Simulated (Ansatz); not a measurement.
Reaction (cleavage of the Ge–In bond): `[Cl][InH][GeH3]` + `[GeH3][TeH]` → `[GeH3][Te][GeH3]` + `[Cl][InH2]`

Program: Ansatz. Geometries: PBE0-D4/def2-TZVP. ΔE: electronic, gas phase. CCSD(T)/CBS adds triple-zeta CCSD(T) − MP2 to the extrapolated MP2 energy (def2 sets, frozen cores). DFT in def2-TZVPP. B3LYP here is the variant with VWN-RPA as its local correlation; programs differ in this. HSE06 is defined as in plane-wave codes. def2 core potentials past Kr. For Ge, In, Te outer-core shells are correlated without core-valence functions, which leaves a few kJ/mol of doubt a bond. Scalar relativity is left out up to krypton.

`[Cl][InH][GeH3]`:

Z-matrix (Å, degrees):
```
Ge
In 1 2.590
H 1 1.538 2 112.0
H 1 1.537 2 109.3 3 120.6
H 1 1.537 2 109.3 3 -120.6
Cl 2 2.353 1 111.2 3 179.8
H 2 1.715 1 137.2 3 -0.2
```

`[GeH3][TeH]`:

```xyz
6

Ge    0.008   -0.659   -0.095
Te    0.142    1.530    1.220
H     1.123   -0.728   -1.147
H     0.196   -1.769    0.948
H    -1.362   -0.798   -0.774
H    -0.107    2.424   -0.153
```

`[GeH3][Te][GeH3]`:

Cartesian coordinates in Å:
```
Ge -0.946 0.855 1.322
Te 1.278 -0.399 1.210
Ge 0.984 -0.867 -1.285
H -0.919 2.061 0.370
H -1.115 1.327 2.772
H -2.100 -0.081 0.930
H 2.222 -1.655 -1.737
H 0.884 0.455 -2.061
H -0.288 -1.697 -1.520
```

`[Cl][InH2]`:

Z-matrix (Å, degrees):
```
In
Cl 1 2.343
H 1 1.705 2 112.5
H 1 1.705 2 112.5 3 180.0
```

| level | ΔE (kJ/mol) |
| --- | --- |
| B97M-V | -15.0 |
| B3LYP-D4 | -10.7 |
| HSE06-D4 | -12.9 |
| revPBE | -5.6 |
| BLYP | -1.2 |
| r2SCANh | -12.0 |
| SCS-MP2/def2-QZVPP | -15.9 |
| CCSD/CBS(def2) | -10.4 |

Q: What does CCSD(T)/CBS give? (Best estimate.)

A: Computed: -11.6 kJ/mol. The listed levels differ from it by -3.4, 0.9, -1.3, 6.0, 10.4, -0.4, -4.3, 1.2 kJ/mol.

Largest T1 diagnostic among the species: 0.014.

Leaving LDA and LC-ωPBE aside and taking each functional with its dispersion term where it has one, the values, not all of them listed here, spread over 6.9 kJ/mol, from PBE-QIDH to BLYP-D4. The D4 term adds −5.9 kJ/mol with B3LYP and −3.1 kJ/mol with PBE0; it sums over pairs of atoms, weighted by their polarisabilities, and B3LYP, whose exchange is more repulsive, gets the larger term.
